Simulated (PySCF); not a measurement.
Geometry (Å), atoms numbered from 1 in this order:
```xyz
26

C     1.8624    1.7480   -0.7782
Al    1.4239   -0.1157   -0.2407
C     1.9955   -0.6897    1.5770
C     1.4152   -1.5009   -1.6680
P    -1.0198    0.0946    0.1594
C    -1.8196   -1.4739    0.6488
C    -1.9973    0.6624   -1.2764
C    -1.4687    1.2601    1.4931
H     1.6214    2.4896    0.0037
H     1.3497    2.0635   -1.7039
H     2.9449    1.8489   -0.9750
H     1.5320   -1.6388    1.8993
H     3.0874   -0.8552    1.6046
H     1.7791    0.0657    2.3529
H     0.9775   -2.4593   -1.3380
H     0.8717   -1.1824   -2.5750
H     2.4471   -1.7276   -1.9915
H    -1.3464   -1.8433    1.5704
H    -2.9010   -1.3527    0.8152
H    -1.6513   -2.2204   -0.1413
H    -3.0699    0.7381   -1.0403
H    -1.8547   -0.0439   -2.1074
H    -1.6229    1.6453   -1.5980
H    -1.0877    2.2596    1.2366
H    -2.5573    1.3117    1.6481
H    -0.9802    0.9401    2.4251
```

Geometry: PBE0-D3(BJ)/def2-SVP; GIAO absolute shieldings from PySCF, gas phase, non-relativistic, averaged over equivalent atoms.

At HF/pcSseg-1 (240 basis functions, 46 s wall time on 1 thread of an Arm Neoverse N1, shared host):
```csv
atoms,σ (ppm)
C6/C7/C8,182.0
C1/C3/C4,202.8
Al2,438.5
P5,422.9
H18/H19/H20/H21/H22/H23/H24/H25/H26,30.64
H9/H10/H11/H12/H13/H14/H15/H16/H17,32.63
```

Estimate the result of repeating the calculation with WP04/pcSseg-1.

## Answers


```csv
atoms,σ at WP04/pcSseg-1,change
C6/C7/C8,160.7,-21.3
C1/C3/C4,184.3,-18.5
Al2,408.4,-30.1
P5,331.9,-91.0
H18/H19/H20/H21/H22/H23/H24/H25/H26,30.47,-0.17
H9/H10/H11/H12/H13/H14/H15/H16/H17,32.48,-0.15
```

The largest change is at P5 (phosphorus bonded to 3 C, Al). Cost: 240 basis functions, 79 s wall time on 1 thread of an Arm Neoverse N1, shared host.
